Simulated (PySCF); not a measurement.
Compound: C4H9NSSi2.
Bonds: Si1–N2, N2–Si3, N2–C4, C4–C5 (aromatic), C5–C6 (aromatic), C6–S7 (aromatic), S7–C8 (aromatic), C4–C8 (aromatic). Hydrogens: H9, H10, H11 on Si1; H12, H13, H14 on Si3; H15 on C5; H16 on C6; H17 on C8.

The calculation used TDDFT CAM-B3LYP/def2-SVPD, vertical, gas phase, core orbitals frozen in the response in PySCF 2.14.0, density-fitted response routines. Isolated species at its PBE0-D3(BJ)/def2-SVP geometry, gas phase. Torsions of this conformer, `[SiH3:1][N:2]([SiH3:3])[c:4]1[cH:5][cH:6][s:7][cH:8]1`: Si1–N2–C4–C5 -155°.

**Question.** List the vertical singlet excitations with oscillator strengths and describe the spectrum.

**Answer.** 

```json
{"state": "S1", "E (eV)": "5.05", "E (hartree)": "0.1856", "f": "0.095", "main configurations (H = HOMO, L = LUMO)": "H→L (95%)"}
{"state": "S2", "E (eV)": "5.49", "E (hartree)": "0.2017", "f": "0.0008", "main configurations (H = HOMO, L = LUMO)": "H→L+1 (76%), H→L+2 (12%)"}
{"state": "S3", "E (eV)": "5.87", "E (hartree)": "0.2156", "f": "0.015", "main configurations (H = HOMO, L = LUMO)": "H→L+3 (55%), H-1→L (15%)"}
{"state": "S4", "E (eV)": "5.88", "E (hartree)": "0.2160", "f": "0.043", "main configurations (H = HOMO, L = LUMO)": "H-1→L (64%), H→L+3 (10%)"}
{"state": "S5", "E (eV)": "6.04", "E (hartree)": "0.2219", "f": "0.014", "main configurations (H = HOMO, L = LUMO)": "H→L+2 (70%), H→L+1 (9%)"}
{"state": "S6", "E (eV)": "6.40", "E (hartree)": "0.2352", "f": "0.227", "main configurations (H = HOMO, L = LUMO)": "H→L+6 (37%), H→L+5 (24%), H→L+4 (16%)"}
{"state": "S7", "E (eV)": "6.41", "E (hartree)": "0.2356", "f": "0.0086", "main configurations (H = HOMO, L = LUMO)": "H-1→L+3 (37%), H-1→L+1 (25%)"}
{"state": "S8", "E (eV)": "6.49", "E (hartree)": "0.2384", "f": "0.029", "main configurations (H = HOMO, L = LUMO)": "H→L+4 (37%), H→L+7 (22%), H→L+6 (21%)"}
{"state": "S9", "E (eV)": "6.72", "E (hartree)": "0.2469", "f": "0.0078", "main configurations (H = HOMO, L = LUMO)": "H→L+5 (32%), H→L+4 (28%), H→L+7 (15%)"}
{"state": "S10", "E (eV)": "6.81", "E (hartree)": "0.2502", "f": "0.077", "main configurations (H = HOMO, L = LUMO)": "H→L+7 (23%), H→L+5 (17%), H→L+6 (10%)"}
```

Triplets, Tamm–Dancoff:

| state | E (eV) | λ (nm) | main configurations (H = HOMO, L = LUMO) |
| --- | --- | --- | --- |
| T1 | 3.56 | 348.8 | H→L (72%), H-1→L (15%) |
| T2 | 4.26 | 290.7 | H-1→L (73%), H→L (16%) |
| T3 | 5.26 | 235.5 | H→L+1 (61%), H→L+2 (19%) |
| T4 | 5.56 | 223.0 | H→L+6 (33%), H→L+13 (23%), H→L+10 (11%) |

The lowest singlet comes at 245 nm (487 kJ/mol) in the ultraviolet; it is of moderate strength; its leading configuration is HOMO→LUMO (95%). The strongest level in the table is S6 at 6.40 eV (194 nm, f = 0.227). Löwdin shares by element: HOMO carbon 35% or more, nitrogen 24%, sulfur 16% (atoms not listed hold the other 25%); LUMO carbon 50% or more, sulfur 20% (atoms not listed hold the other 31%). The oscillator strengths of these states sum to 0.518; summed over the whole spectrum of an exact calculation they would give the number of electrons, 84 (Thomas–Reiche–Kuhn). Weighted by f, the mean energy of these states is 6.15 eV. The listed states span 1.76 eV, and the widest gap between neighbours is 0.44 eV (S1 to S2). The vertical ionisation energy (ΔSCF) is 7.95 eV, 1.14 eV above S10. Singlets were solved by full linear response, triplets in the Tamm–Dancoff approximation.

The run took 5.0 min wall on an x86-64 server with one thread, no GPU (shared host).
